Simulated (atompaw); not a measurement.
**Scattering properties, PAW (atompaw) potential for As**

```
Element                 : As (Z = 33)
Generator               : atompaw 4.2.0.5
Type                    : PAW
Functional              : PBE
Relativity              : scalar-relativistic
Frozen core             : [Ar]
Valence charge          : 15
Reference configuration : 3d10 4s2 4p2.5 (charge +0.5)
Partial waves           : 4s (bound): rc 2.05 bohr; 4s channel at -0.8 Ry: rc 2.05 bohr; 4p (bound): rc 2.05 bohr; 4p channel at 2.9 Ry: rc 2.05 bohr; 3d (bound): rc 1.05 bohr; 3d channel at -0.05 Ry: rc 1.05 bohr
Local potential         : bessel scheme, radius 1.55 bohr
Core correction         : smooth core density matched at 1.20 bohr
Augmentation charge     : sinc compensation charge, radius 2.00 bohr; PAW radius 2.05 bohr; waves and projectors: custom polynom vanderbiltortho
```

The phase is arctan(r·u′/u) with u = r·R(r), unwrapped; energies in Ry, scanned from -5 to 5 Ry. A pole is an energy at which the radial function vanishes at the test radius. The pseudo phase is shifted by a multiple of π to meet the all-electron one at the reference energy, and phase errors are pseudo minus all-electron; the curves can meet again beyond the range given. Levels narrower than the energy grid can be missing from the lists of poles.

Problem. For each channel, where are the poles, and over which energies does the pseudopotential scatter like the atom?

Solution.

```
channel  radius (bohr)  reference energy (Ry)  poles, all-electron  poles, pseudo  unbroken range about the reference energy with phases within 0.05 rad  phase error 1 Ry above the reference energy (rad)
      s           2.05                  -1.38                 0.81           0.81                                                              below 5.0                                             -0.000
      p           2.05                  -0.67                 2.34           2.34                                                        the whole range                                             -0.000
      d           2.05                  -3.33          -3.27, 4.95          -3.27                                                        the whole range                                             +0.000
```

Phases in the s channel:

```json
{"E (Ry)": "-5.00", "all-electron": "1.278", "pseudo": "1.278"}
{"E (Ry)": "-4.52", "all-electron": "1.248", "pseudo": "1.248"}
{"E (Ry)": "-4.04", "all-electron": "1.206", "pseudo": "1.206"}
{"E (Ry)": "-3.56", "all-electron": "1.146", "pseudo": "1.146"}
{"E (Ry)": "-3.08", "all-electron": "1.050", "pseudo": "1.050"}
{"E (Ry)": "-2.60", "all-electron": "0.872", "pseudo": "0.872"}
{"E (Ry)": "-2.12", "all-electron": "0.474", "pseudo": "0.474"}
{"E (Ry)": "-1.64", "all-electron": "-0.343", "pseudo": "-0.343"}
{"E (Ry)": "-1.16", "all-electron": "-1.000", "pseudo": "-1.000"}
{"E (Ry)": "-0.68", "all-electron": "-1.284", "pseudo": "-1.284"}
{"E (Ry)": "-0.20", "all-electron": "-1.425", "pseudo": "-1.425"}
{"E (Ry)": "0.28", "all-electron": "-1.508", "pseudo": "-1.508"}
{"E (Ry)": "0.76", "all-electron": "-1.566", "pseudo": "-1.566"}
{"E (Ry)": "1.24", "all-electron": "-1.611", "pseudo": "-1.611"}
{"E (Ry)": "1.72", "all-electron": "-1.649", "pseudo": "-1.649"}
{"E (Ry)": "2.20", "all-electron": "-1.684", "pseudo": "-1.685"}
{"E (Ry)": "2.68", "all-electron": "-1.720", "pseudo": "-1.721"}
{"E (Ry)": "3.16", "all-electron": "-1.758", "pseudo": "-1.761"}
{"E (Ry)": "3.64", "all-electron": "-1.803", "pseudo": "-1.808"}
{"E (Ry)": "4.12", "all-electron": "-1.860", "pseudo": "-1.871"}
{"E (Ry)": "4.60", "all-electron": "-1.938", "pseudo": "-1.962"}
```
